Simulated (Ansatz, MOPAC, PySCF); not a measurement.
System: SrO, net charge 0, singlet state. SMILES: [O]=[Sr]
Structure (B3LYP-D3(BJ)/def2-TZVP (Ansatz, a first-principles code) minimum search):
```xyz
2

Sr     0.0000     0.0000    -0.3369
O      0.0000     0.0000     1.6002
```
Charge 0, spin multiplicity 1.

Quantity: vertical ionisation energy to the doublet, in eV. Terms: LANL2DZ with its own core potentials from Na on; STO-3G and 3-21G all-electron and non-relativistic; open shells spin-unrestricted; def2 sets with scalar-relativistic core potentials past Kr; each state is the SCF solution reached for its charge and spin; PM7 with its own dispersion and hydrogen-bond terms; six Cartesian d functions in 6-31G* and its kin unless marked 5d; no spin-orbit coupling. First-principles rows: single points at B3LYP-D3(BJ) geometries (Ansatz). Semi-empirical rows: differences of heats of formation at the shared geometry for vertical values.

```tsv
level	program	vertical ionisation energy to the doublet (eV)
AM1	MOPAC	5.75
PM6	MOPAC	6.95
PM7	MOPAC	4.97
MNDO	MOPAC	5.16
PBE/6-31G* with LANL2DZ past Ar	Ansatz	5.98
B3LYP/STO-3G	Ansatz	2.18
B3LYP/3-21G	Ansatz	5.27
B3LYP/6-31G* with LANL2DZ past Ar	Ansatz	5.44
M06-2X/6-31G* with LANL2DZ past Ar (5d)	PySCF	4.75
wB97M-V/def2-TZVPD	Ansatz	6.28
```

No value to compare with is used here. The 9 habitual levels span 2.18 (B3LYP/STO-3G) to 6.95 eV (PM6); wB97M-V/def2-TZVPD gives 6.28.

The levels are drawn from those run, B3LYP/6-31G* more often than the rest, none by its result; runs whose electronic state is in doubt are left out.
